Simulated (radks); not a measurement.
Problem. These are the eigenvalues of the occupied orbitals of an atom or ion with whole-number occupations (eV). All-electron calculation, scalar-relativistic Kohn-Sham, OLYP, spin-polarised, spherical densities, finite nucleus; Fermi nuclear charge, rms radius of each element as measured or else 0.836 A^(1/3) + 0.57 fm. Program: a radial shooting solver on a logarithmic mesh with Libxc functionals.

1s: -85579.82
2s: -15252.49
2p: -13126.53
3s: -3647.651
3p: -3035.362
3d: -2400.220
4s: -819.9763
4p: -619.0939
4d: -383.4114
5s: -138.4904
4f: -122.3156
5p: -83.6372
5d: -22.8668
6s: -16.0166

Which element is it, and in what charge state? The configuration may be excited. Open shells, if any, are filled with parallel spins first.

Solution. Z = 81, thallium, charge +1: Tl+ in [Hg]. The list shows which subshells hold electrons but not how many an open one holds; the 1s level, -3145 hartree, gives Z - s = 79.3 by -(Z - s)^2/2, which with screening and relativity narrows Z to a few neighbours, and the depths of the outer levels then fix element, charge and occupations together.
